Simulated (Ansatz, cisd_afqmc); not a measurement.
Species: CAuO, charge 1, singlet. CAuO+ (SMILES [O+]#[C-]->[Au+]).
B3LYP-D3(BJ)/def2-TZVP minimum from Ansatz (a program for electronic structure):
```xyz
3

Au     0.0000     0.0000    -0.3897
O      0.0000     0.0000     2.6769
C      0.0000     0.0000     1.5619
```
Charge +1, spin multiplicity 1.

Total energies in def2-SVP, 20 correlated electrons, 6 frozen orbitals. Open shells are spin-unrestricted; no spin-orbit coupling. Correlated methods leave the cores frozen (noble-gas shells, and filled d and f shells in the p block). Past Kr the def2 sets carry scalar-relativistic core potentials. AFQMC is phaseless with a CISD trial state; ± is one standard error, without the phaseless bias. Outlying blocks are dropped, and bars are widened where a walk drifts. Over all cases where full CI ran beside it in this data, AFQMC minus full CI had a median of +0.1 mEh and passed +0.4 mEh in a tenth of the cases. The spin of CAuO+ ([O+]#[C-]->[Au+], singlet) was assumed, and the state is the lowest solution found for it.

```tsv
method	program	energy (Eh)	minus CCSDT(Q) (mEh)
HF	Ansatz	-247.17280	551.19
MP2	Ansatz	-247.71496	9.04
CCSD	Ansatz	-247.70474	19.26
CCSD(T)	Ansatz	-247.72226	1.73
CCSDT(Q)	Ansatz	-247.72399	0.00
AFQMC/CISD	cisd_afqmc	-247.7234 ± 0.0004	0.6 ± 0.4
```

Rough core times of Ansatz's runs on a shared machine: CCSD(T) under 20 s, CCSDT(Q) 2 min.
